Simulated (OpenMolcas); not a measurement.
Tc4+ (d3) in a complex was computed by CASSCF with the d shell active (OpenMolcas, ANO-RCC-VDZP on the metal). Its lowest spin-free states, and all those of the highest spin:

| 2S+1 | Degeneracy | E (cm-1) |
| --- | --- | --- |
| 4 | 1 | 0.0 |
| 4 | 2 | 4515 |
| 4 | 1 | 6940 |
| 2 | 1 | 11273 |
| 2 | 2 | 12101 |
| 2 | 1 | 12108 |
| 2 | 1 | 14244 |
| 2 | 1 | 14270 |
| 2 | 2 | 14667 |
| 2 | 1 | 16922 |
| 2 | 2 | 18071 |
| 2 | 2 | 20566 |
| 4 | 2 | 44153 |
| 4 | 1 | 47678 |
| 4 | 1 | 54851 |
| 4 | 2 | 65093 |

Task: Is the site octahedral, tetrahedral or cube-like, axial, or of lower symmetry?

Result: The states with 2S+1 = 4 have orbital degeneracies 1, 2, 1, 2, 1, 1, 2. There are pairs but no triples, so the site is axial: not cubic, but with a proper or improper axis of order three or more. The run had Tc4+ with 4 ligands (fluoride) in square-planar coordination (D4h) at 1.83 Å. Ligand basis ANO-RCC-VDZP.

Without dynamic correlation the repulsion within the d shell is too large (B by tens of per cent), so at a given field states of lower spin stand too high. The least metal-like active orbital is 71 % on the metal (Löwdin) and no ligand orbital is active, so the numbers are rough. With metal d orbitals alone the field can be off either way by tens of per cent. Ligand-to-metal charge-transfer states are missing. With no ligand orbital active B as a rule stays too high, so bands that hang on it stand too high and its fall with covalency is understated. No measured value stands beside these numbers; the geometry was imposed, not optimised, and the real ion may take another.
